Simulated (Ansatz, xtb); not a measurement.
C3H5FSSi: which of two isomers lies lower

We compare I, `F[Si@@H]1C=CSC1`, a singlet, with II, `F[Si@@H]1CC=CS1`, a singlet. Both are isolated molecules in the gas phase, relaxed with PBE-D3(BJ)/def2-SVP; the shapes shown needn't be the lowest conformers.

I (Å):

```xyz
11

C    -0.1262   -1.4861    0.9543
C     1.1379   -1.1127    1.2992
C     1.3034   -0.7183   -1.3691
F    -1.4962    0.0425   -1.1183
S     2.3204   -0.5222    0.1436
Si   -0.4611   -1.2097   -0.8409
H    -1.0220   -2.3534   -1.6323
H    -0.8177   -1.8483    1.7297
H     1.5290   -1.1483    2.3318
H     1.3086    0.2373   -1.9316
H     1.7685   -1.4974   -2.0072
```

II (Å):

```yaml
atoms:
  - { symbol: C, position_ang: [-1.1068, -0.1108, -0.3664] }
  - { symbol: C, position_ang: [-0.6442, -0.0925, 1.0665] }
  - { symbol: C, position_ang: [0.1751, -1.0622, 1.5308] }
  - { symbol: F, position_ang: [1.0954, -0.7244, -2.1750] }
  - { symbol: S, position_ang: [0.7537, -2.3952, 0.4870] }
  - { symbol: Si, position_ang: [-0.0730, -1.4220, -1.2539] }
  - { symbol: H, position_ang: [-0.7807, -2.3811, -2.1567] }
  - { symbol: H, position_ang: [-2.1883, -0.3699, -0.4388] }
  - { symbol: H, position_ang: [-0.9934, 0.8775, -0.8629] }
  - { symbol: H, position_ang: [-0.9770, 0.7100, 1.7453] }
  - { symbol: H, position_ang: [0.5330, -1.1074, 2.5710] }
```

Energies in hartree; the thermal terms are from GFN2-xTB frequencies at re-optimised GFN2-xTB minima (ideal gas, soft modes damped towards free rotors, one conformer each, 298.15 K, 1 atm) and include the zero-point energy:

```
                              I           II
E, CCSD(T)/def2-SVP  −902.965719  −902.990152
    E, MP2/def2-SVP  −902.886934  −902.911587
  E, MP2/def2-TZVPP  −903.612061  −903.634379
  zero-point energy     0.070902     0.071793
       H(298 K) − E     0.078714     0.079574
       G(298 K) − E     0.039507     0.040450
```

Q: Correct the CCSD(T) difference for the basis set by the MP2 change, then work out ΔE, ΔE₀, ΔH and ΔG for I → II in kJ/mol (1 Eh = 2625.50 kJ/mol) and the equilibrium ratio [II]/[I].

A: 1. Differences II − I: CCSD(T) −0.024433, MP2 in the small set −0.024653, MP2 in the large set −0.022318 Eh.
2. ΔE = −0.024433 + (−0.022318 − (−0.024653)) = −0.022098 Eh = −58.02 kJ/mol.
3. ΔE₀ = ΔE + ΔZPE = −0.022098 + (+0.000891) Eh = −55.68 kJ/mol.
4. ΔH = ΔE + (+0.000860) Eh = −55.76 kJ/mol.
5. ΔG = ΔE + (+0.000943) Eh = −55.54 kJ/mol, so ΔS = (ΔH − ΔG)/T = −0.7 J/(mol K).
6. kT = 0.9442 mEh, so K = [II]/[I] = exp(−ΔG/kT) = exp(+22.41) ≈ 5.4 × 10^9.

Structure II is favoured at this temperature. An error of 4 kJ/mol in ΔG would change K by a factor of 5. Mirror images and further conformers aren't counted.

As drawn, II has 1 C–C, 1 S–Si in place of 1 C–Si, 1 C–S.

Other levels gave ΔE = −88.5 (GFN2-xTB); −47.3 (HF/STO-3G, GFN2-xTB geometries); −59.6 (r2SCAN-D4/def2-SVP, GFN2-xTB geometries); −59.5 (PBE-D3(BJ)/def2-SVP); −64.0 (HF/def2-SVP); −64.7 (MP2/def2-SVP); −64.1 (CCSD(T)/def2-SVP) kJ/mol. The correlated steps freeze 14 core orbitals. Programs: Ansatz 0.2.0, xtb 6.7.1.
